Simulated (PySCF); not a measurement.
This PySCF input asks for the NMR shieldings of `CCO[Si@@H]([SiH3])C(F)(F)F`, C$_{3}$H$_{9}$F$_{3}$OSi$_{2}$; the geometry comes from GFN2-xTB.

```python
import basis_set_exchange as bse
import numpy as np
from pyscf import gto, dft
from pyscf.prop import nmr

atoms = """
C     2.720463   -0.085894    0.714790
C     1.757819   -0.329240   -0.435443
O     0.628446    0.493491   -0.285293
Si   -0.895423    0.284850   -0.766615
Si   -1.885846   -1.631597    0.060504
C    -1.702672    1.825652    0.088847
F    -3.004530    1.931002   -0.272583
F    -1.142547    3.008274   -0.214323
F    -1.710755    1.745181    1.436988
H     3.598045   -0.716010    0.601647
H     3.027328    0.956422    0.726977
H     2.234975   -0.314978    1.659739
H     2.233537   -0.089886   -1.392493
H     1.447104   -1.379920   -0.462767
H    -1.031243    0.599321   -2.196714
H    -0.951490   -2.762393   -0.057334
H    -3.084761   -1.997555   -0.694597
H    -2.247208   -1.530403    1.477015
"""
names = dict.fromkeys(["C", "O", "Si", "F", "H"], "pcSseg-1")
basis = {el: gto.basis.parse(bse.get_basis(n, elements=[el], fmt="nwchem")) for el, n in names.items()}
mol = gto.M(atom=atoms, basis=basis, charge=0, verbose=0)
mf = dft.RKS(mol, xc="PBE0")
mf.grids.level = 2
mf.grids.alignment = dft.numint.BLKSIZE   # the property module wants whole blocks of grid points
mf.conv_tol = 1e-9
mf.kernel()

calc = nmr.RKS(mf)   # GIAO
C = mf.mo_coeff
Co = C[:, mf.mo_occ > 0]
resp = mf.gen_response(singlet=True, hermi=2)
def vind(x):   # induced exchange potential for any number of trial vectors
    d = np.einsum("pi,xij,qj->xpq", C, 2 * x.reshape(-1, C.shape[1], Co.shape[1]), Co, optimize=True)
    return np.einsum("xpq,pi,qj->xij", resp(d - d.transpose(0, 2, 1)), C, Co, optimize=True).ravel()
mo1, _ = nmr.rhf.solve_mo1(calc, with_cphf=vind)
sigma = calc.kernel(mo1)
for i, s in enumerate(sigma):   # ppm
    print("%2d %-2s %9.2f" % (i, mol.atom_pure_symbol(i), np.trace(s) / 3))
```

Q: What are the results?

A: 
```
 0 C     166.62
 1 C     123.85
 2 O     309.28
 3 Si    366.75
 4 Si    480.09
 5 C      48.28
 6 F     250.66
 7 F     247.17
 8 F     248.18
 9 H      30.72
10 H      30.05
11 H      30.27
12 H      27.64
13 H      27.96
14 H      26.39
15 H      28.13
16 H      28.47
17 H      28.16
```

These numbers come from an equivalent density-fitted implementation of the same equations, which agrees with the script to about 0.01 ppm for H and up to a few tenths of a ppm for heavy atoms, so last digits may differ.

Q: Turn these shieldings into chemical shifts. Chemical shifts δ = σref − σ; TMS for 13C (σ = 186.93 ppm) and 29Si (σ = 349.16 ppm) and 1H (σ = 31.72 ppm); 17O (σ = 336.08 ppm) against H2O; 19F (σ = 170.95 ppm) vs CFCl3, all at this level.

A: Averaging equivalent atoms: C 5: 138.6; C 1: 63.1; C 0: 20.3; O 2: 26.8; Si 3: -17.6; Si 4: -130.9; F 6/7/8: -77.7; H 14: 5.33; H 12: 4.08; H 13: 3.76; H 15/16/17: 3.47; H 9/10/11: 1.37 ppm. Unscaled 19F shifts against computed CFCl3 carry errors that often reach 10 to 50 ppm. Experimental scales use liquid or dissolved standards, which lie at an offset from isolated H2O (liquid H2O: subtract about 36 ppm).

Size and cost of the density-fitted run: 212 basis functions, 93 s wall time on 1 thread of an Arm Neoverse N1, shared host; peak memory 0.91 GiB.
